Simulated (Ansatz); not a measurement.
Mulliken charges of `[CH3][In]([F])[TeH]` from PBE/def2-TZVPP in Ansatz (PBE0-D4/def2-TZVP geometry).

```json
{"atom": "C1", "x (Å)": "-0.027", "y (Å)": "1.434", "z (Å)": "-0.830", "charge (e)": "-0.504"}
{"atom": "In2", "x (Å)": "0.079", "y (Å)": "-0.373", "z (Å)": "0.298", "charge (e)": "0.728"}
{"atom": "F3", "x (Å)": "1.368", "y (Å)": "-0.324", "z (Å)": "1.778", "charge (e)": "-0.452"}
{"atom": "Te4", "x (Å)": "-1.113", "y (Å)": "-2.768", "z (Å)": "0.237", "charge (e)": "-0.172"}
{"atom": "H5", "x (Å)": "-0.723", "y (Å)": "1.336", "z (Å)": "-1.662", "charge (e)": "0.127"}
{"atom": "H6", "x (Å)": "-0.352", "y (Å)": "2.236", "z (Å)": "-0.167", "charge (e)": "0.126"}
{"atom": "H7", "x (Å)": "0.971", "y (Å)": "1.667", "z (Å)": "-1.204", "charge (e)": "0.128"}
{"atom": "H8", "x (Å)": "-0.203", "y (Å)": "-3.208", "z (Å)": "1.550", "charge (e)": "0.019"}
```

Problem. By hand: the dipole of these point charges (1 e Å = 4.8032 D).

Solution. Σ q r = (-0.372, 0.232, -0.566) e Å, of length 0.716 e Å = 3.44 D.

Problem. How does the dipole of the full density compare? (Estimate.)

Solution. Ansatz gave: (-0.329, 0.186, -0.488) e Å, 2.96 D; the point charges give 1.16 times that, at 2° from its direction.

Point charges leave out the atoms' own dipoles, such as those of lone pairs, and Mulliken's split depends on the basis, so the two needn't agree.
